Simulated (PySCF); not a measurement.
Settings: PySCF, density fitting, no solvent, no relativity; the PBE0-D3(BJ)/def2-SVP geometry of a molecule is the same in every run. Shieldings use GIAOs. Starting from mPW1PW91/pcSseg-1, one thing was changed at a time: the functional to PBE0, the functional to wB97X-D, the functional to CAM-B3LYP.

Changes against mPW1PW91/pcSseg-1 in 4 molecules:

```
       molecule  changed to  mean 1H shielding (ppm)  HOMO energy (eV)
  [SiH3]OC1COC1        PBE0                    -0.08             +0.04
  [SiH3]OC1COC1     wB97X-D                    +0.10             -1.90
  [SiH3]OC1COC1   CAM-B3LYP                    +0.03             -1.39
 OC/C=C\O[SiH3]        PBE0                    -0.08             +0.04
 OC/C=C\O[SiH3]     wB97X-D                    +0.08             -1.81
 OC/C=C\O[SiH3]   CAM-B3LYP                    +0.03             -1.28
N[SiH2]S[SiH2]P        PBE0                    -0.08             +0.02
N[SiH2]S[SiH2]P     wB97X-D                    +0.10             -1.77
N[SiH2]S[SiH2]P   CAM-B3LYP                    +0.12             -1.17
C=C(C)[SiH](O)O        PBE0                    -0.07             +0.02
C=C(C)[SiH](O)O     wB97X-D                    +0.08             -1.83
C=C(C)[SiH](O)O   CAM-B3LYP                    +0.04             -1.27
```

For `C/C=C\O[SiH2]O` the mPW1PW91/pcSseg-1 run gave mean 1H shielding 27.87 ppm, HOMO energy -6.55 eV. The changed runs lost their labels:

```tsv
run	mean 1H shielding (ppm)	HOMO energy (eV)
A	27.80	-6.52
B	27.95	-8.37
C	27.90	-7.84
```

Problem. Which run belongs to which change?

Solution. A: PBE0; B: wB97X-D; C: CAM-B3LYP.

| run | change of mean 1H shielding (ppm), here / mean of the others | change of HOMO energy (eV), here / mean of the others | next best match |
| --- | --- | --- | --- |
| A | -0.07 / -0.08 | +0.03 / +0.03 | CAM-B3LYP |
| B | +0.08 / +0.09 | -1.82 / -1.83 | CAM-B3LYP |
| C | +0.03 / +0.05 | -1.29 / -1.28 | wB97X-D |

Each run is given to the change whose mean effect on the other molecules lies nearest, every quantity measured in units of its scatter between molecules.

Problem. Would one quantity have been enough? Give each run to the change with the nearest mean effect on that quantity alone.

Solution. mean 1H shielding: 3 of 3 runs rightly; HOMO energy: 3 of 3 runs rightly.

Only sets that this rule tells apart clearly are shown.
